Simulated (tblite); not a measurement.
Compound: C₄H₄N₂O₂S.
Numbering: `[CH3:1][O:2][C:3](=[O:4])[c:5]1[n:6][n:7][cH:8][s:9]1` (hydrogens: H10, H11, H12 on C1; H13 on C8)

Computed with GFN2-xTB (tblite), gas phase: L-BFGS steps from a force-field or distance-geometry start until the largest atomic force falls under 0.01 eV/Å.

Step 5: E = -756.5345 eV
```
atom  x, y, z in Å  |  force x, y, z in eV/Å
C1     -2.7026   -0.0111    0.3790   -0.016   0.016   0.007
O2     -1.3453    0.3948    0.2877    0.101   0.043  -0.001
C3     -0.4831   -0.5489   -0.0768    0.034   0.224   0.072
O4     -0.7719   -1.6887   -0.3306   -0.006  -0.139  -0.037
C5      0.8982   -0.0238   -0.1322   -0.008  -0.021  -0.032
N6      1.2634    1.1870    0.1212    0.031   0.100   0.016
N7      2.5543    1.3982   -0.0091   -0.075  -0.045   0.012
C8      3.2077    0.3475   -0.3666    0.032  -0.043  -0.007
S9      2.2331   -1.0612   -0.5851   -0.064  -0.082  -0.006
H10    -2.8017   -0.8044    1.1192   -0.051  -0.103   0.002
H11    -3.0480   -0.3695   -0.5905   -0.056  -0.083  -0.030
H12    -3.2762    0.8591    0.6847    0.070   0.068  -0.001
H13     4.2678    0.3215   -0.5186    0.009   0.066   0.005
```

Step 6: E = -756.5365 eV
```
atom  x, y, z in Å  |  force x, y, z in eV/Å
C1     -2.7048   -0.0113    0.3791    0.032   0.004   0.001
O2     -1.3468    0.3962    0.2894    0.088   0.031  -0.017
C3     -0.4834   -0.5442   -0.0762    0.031   0.032   0.035
O4     -0.7683   -1.6871   -0.3301   -0.018  -0.022  -0.011
C5      0.8982   -0.0241   -0.1336   -0.001   0.026  -0.010
N6      1.2639    1.1867    0.1212    0.007   0.065   0.005
N7      2.5541    1.3959   -0.0090   -0.061  -0.004   0.016
C8      3.2062    0.3452   -0.3670    0.070  -0.048  -0.008
S9      2.2329   -1.0643   -0.5852   -0.092  -0.043  -0.001
H10    -2.8023   -0.8080    1.1171   -0.059  -0.063   0.008
H11    -3.0490   -0.3736   -0.5903   -0.050  -0.043  -0.013
H12    -3.2714    0.8637    0.6848    0.034   0.025  -0.004
H13     4.2663    0.3253   -0.5179    0.021   0.041  -0.001
```

Question: Estimate the geometry and energy of step 7. (The exact step hangs on the optimiser's Hessian estimate; all steps are aligned on step 6, rigid shifts and turns removed.)

Answer: E = -756.5373 eV, largest force 0.070 eV/Å
```
atom  x, y, z in Å  |  force x, y, z in eV/Å
C1     -2.7052   -0.0115    0.3792    0.044  -0.008  -0.002
O2     -1.3461    0.3974    0.2900    0.036   0.004  -0.017
C3     -0.4830   -0.5422   -0.0755    0.034  -0.036   0.010
O4     -0.7669   -1.6861   -0.3299   -0.020   0.025   0.003
C5      0.8984   -0.0233   -0.1343   -0.024   0.010  -0.002
N6      1.2640    1.1872    0.1212    0.000   0.048   0.001
N7      2.5534    1.3947   -0.0087    0.013  -0.021  -0.002
C8      3.2063    0.3434   -0.3673    0.006  -0.011   0.011
S9      2.2311   -1.0662   -0.5852   -0.070   0.000   0.004
H10    -2.8036   -0.8106    1.1162   -0.047  -0.018  -0.005
H11    -3.0503   -0.3762   -0.5904   -0.030  -0.012   0.014
H12    -3.2686    0.8662    0.6847    0.024  -0.006  -0.008
H13     4.2661    0.3277   -0.5176    0.033   0.024  -0.005
```

The energy changes by -0.0008 eV. The first-order estimate −F·Δx gives -0.0012 eV and the mean of the old and new forces, exact on a quadratic surface, -0.0008 eV. The step makes an angle of 48° with the force vector and moves no atom by more than 0.004 Å.

What follows is the cost of the whole relaxation. Time: 0.19 s wall. Hardware: an Arm Neoverse N1 with one thread (shared host).
